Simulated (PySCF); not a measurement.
**Induced dipoles and field energies**

Species: GaCl2H.
Cartesian coordinates in Å at the PBE0-D3(BJ)/def2-SVP level; atoms count from 1:
```
atom  x, y, z in Å
Ga1   -0.102   -0.161   -0.001
Cl2    2.035   -0.135    0.016
Cl3   -1.014    1.771   -0.018
H4    -0.919   -1.476    0.003
```

Level: wB97X-D/def2-SVPD (PySCF); nuclei fixed, core orbitals frozen in the response. Permanent dipole (-1.025, -1.628, -0.003) D (1 au = 2.5417 D). Static polarisability (au):

```
x   63.26 -4.91  0.18
y   -4.91 58.50 -0.13
z    0.18 -0.13 42.08
```

Only the terms in μ and α are kept: μ(F) = μ + αF and ΔE = −μ·F − ½ F·αF.

**Question.** What do fields of 0.257 V/Å (0.005 au) along the six axis directions do?

**Answer.** 
```csv
field along,induced x (D),induced y (D),induced z (D),total size (D),−μ·F (kJ/mol),−½F·αF (kJ/mol)
+x,0.804,-0.062,0.002,1.705,+5.294,-2.076
−x,-0.804,0.062,-0.002,2.408,-5.294,-2.076
+y,-0.062,0.743,-0.002,1.402,+8.408,-1.920
−y,0.062,-0.743,0.002,2.559,-8.408,-1.920
+z,0.002,-0.002,0.535,1.996,+0.015,-1.381
−z,-0.002,0.002,-0.535,1.997,-0.015,-1.381
```

**Question.** For the field (0.0045, 0.0040, 0.0040) au, what is the induced dipole, and what angle does it make with the field?

**Answer.** αF = (0.675, 0.537, 0.429) D, at 7.7° to the field. The polarisability along this direction, F·αF/F², is 51.98 au, against a mean of 54.61 au.

**Question.** Which field along μ doubles the dipole in that direction (linear response)?

**Answer.** The polarisability along the dipole is 55.42 au, so F = 0.7569 au / 55.42 au = 0.0137 au = 0.70 V/Å; higher-order terms are ignored.

**Question.** What field makes μF equal to kT at 100 K?

**Answer.** kT = 0.3167 × 10⁻³ Eh, so F = 0.000418 au = 2.15 MV/cm.

**Question.** Induction energy −ᾱe²/2R⁴ of a unit charge at 20 Å, the molecule taken as a point?

**Answer.** R = 37.79 bohr, so the energy is −54.6/(2 × 37.79⁴) Eh = -0.0351 kJ/mol. The charge–dipole term at its most favourable orientation, −μe/R², is -1.39 kJ/mol.

Isolated species at its PBE0-D3(BJ)/def2-SVP geometry, gas phase. The calculation is non-relativistic, for gallium too.

Note: wB97X-D ran without an empirical dispersion term, which enters the total energy and its gradient alone.
